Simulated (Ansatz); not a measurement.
Basis sets compared for Ge(NH2)Me3 (C3H11GeN). Total charge 0; singlet. Geometry PBE-D4/def2-SVP. Ansatz on 4 threads of Arm Neoverse V2 on a shared host; times are rough, and most runs start from earlier orbitals.

Cartesian coordinates in Å:
```
C 1.322 1.299 0.574
C -0.607 0.248 -1.790
C 0.492 -1.830 0.421
Ge -0.095 0.019 0.107
N -1.486 0.330 1.319
H -2.283 -0.301 1.168
H -1.856 1.286 1.251
H 2.219 1.134 -0.056
H 1.607 1.178 1.637
H 0.981 2.343 0.419
H 0.260 0.049 -2.453
H -0.958 1.282 -1.982
H -1.421 -0.452 -2.066
H -0.321 -2.548 0.194
H 0.787 -1.960 1.481
H 1.359 -2.077 -0.223
```

Binding counts from free atoms (C triplet, Ge triplet, N quartet, H doublet) in the same basis, without a counterpoise term.

| level | functions | energy (Eh) | HOMO (eV) | LUMO (eV) | binding per atom (eV) | wall time |
| --- | --- | --- | --- | --- | --- | --- |
| PBE-D4/def2-SVP | 143 | -2251.7822 | -5.21 | 0.44 | 3.80 | 1.5 s |
| PBE0-D4/def2-SVP | 143 | -2251.8726 | -6.71 | 1.28 | 3.76 | 2.1 s |

Q: Estimate the rows for PBE-D4/def2-TZVP (with forces), PBE0-D4/def2-TZVP.

A: 
```
                         level  functions  energy (Eh)  HOMO (eV)  LUMO (eV)  binding per atom (eV)  wall time
PBE-D4/def2-TZVP (with forces)        238   -2252.2484      -5.52      -0.14                   3.79      2.6 s
             PBE0-D4/def2-TZVP        238   -2252.3316      -6.93       0.64                   3.75      3.4 s
```
